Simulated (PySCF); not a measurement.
CH5FN2Si2, SMILES F[Si@@H]1C=N[SiH2]N1. Atoms are numbered in the order given.

```xyz
11

F     -2.0391     1.2193    -0.3141
Si    -1.0296    -0.0464    -0.6100
C     -0.5612    -0.9404     1.0258
N      0.6732    -0.8968     1.3970
Si     1.7357    -0.0196     0.2562
N      0.5884     0.4381    -1.0009
H     -1.7264    -0.8307    -1.6808
H     -1.2989    -1.4678     1.6789
H      2.3726     1.1388     0.9687
H      2.8125    -0.9411    -0.2403
H      0.8432     0.9048    -1.8734
```
Charge 0, spin multiplicity 1.

Coordinates come from a PBE-D3(BJ)/def2-SVP optimisation. The structure was generated by enumeration; whether it is a known compound was not checked.

Level of theory: PySCF 2.14.0 with TDA-LC-ωPBE/def2-SVPD.

Vertical excitations. 

| state | energy (eV) | λ (nm) | f | main pairs |
|---|---|---|---|---|
| S1 | 3.68 | 337 | 0.000 | HOMO→LUMO 94 % |
| S2 | 6.70 | 185 | 0.029 | HOMO−1→LUMO 93 % |
| S3 | 7.25 | 171 | 0.012 | HOMO→LUMO+1 34 %, HOMO→LUMO+2 31 %, HOMO→LUMO+5 14 % |
| S4 | 7.43 | 167 | 0.013 | HOMO→LUMO+2 32 %, HOMO−1→LUMO+1 26 %, HOMO→LUMO+1 20 %, HOMO−1→LUMO+2 7 % |
| S5 | 7.56 | 164 | 0.017 | HOMO−1→LUMO+1 43 %, HOMO→LUMO+2 14 %, HOMO→LUMO+1 11 %, HOMO−1→LUMO+2 10 % |
| S6 | 7.81 | 159 | 0.114 | HOMO→LUMO+3 31 %, HOMO−2→LUMO 26 %, HOMO→LUMO+4 14 %, HOMO→LUMO+2 8 % |
| S7 | 7.94 | 156 | 0.148 | HOMO−2→LUMO 30 %, HOMO−1→LUMO+2 16 %, HOMO→LUMO+3 11 %, HOMO→LUMO+4 6 % |
| S8 | 7.97 | 156 | 0.048 | HOMO−1→LUMO+2 28 %, HOMO−1→LUMO+1 14 %, HOMO−2→LUMO 11 %, HOMO−1→LUMO+4 9 % |
| S9 | 8.13 | 153 | 0.048 | HOMO−6→LUMO 20 %, HOMO−3→LUMO 16 %, HOMO→LUMO+5 12 %, HOMO−5→LUMO 7 % |
| S10 | 8.25 | 150 | 0.005 | HOMO−4→LUMO 51 %, HOMO−7→LUMO 14 %, HOMO−6→LUMO 8 % |
| T1 | 2.87 | 433 | 0 | HOMO→LUMO 93 % |
| T2 | 4.47 | 277 | 0 | HOMO−2→LUMO 73 %, HOMO−5→LUMO 14 % |
| T3 | 6.43 | 193 | 0 | HOMO−1→LUMO 92 % |
| T4 | 6.98 | 178 | 0 | HOMO−1→LUMO+1 50 %, HOMO−1→LUMO+2 17 %, HOMO→LUMO+1 13 % |
Triplets are in the Tamm–Dancoff approximation.
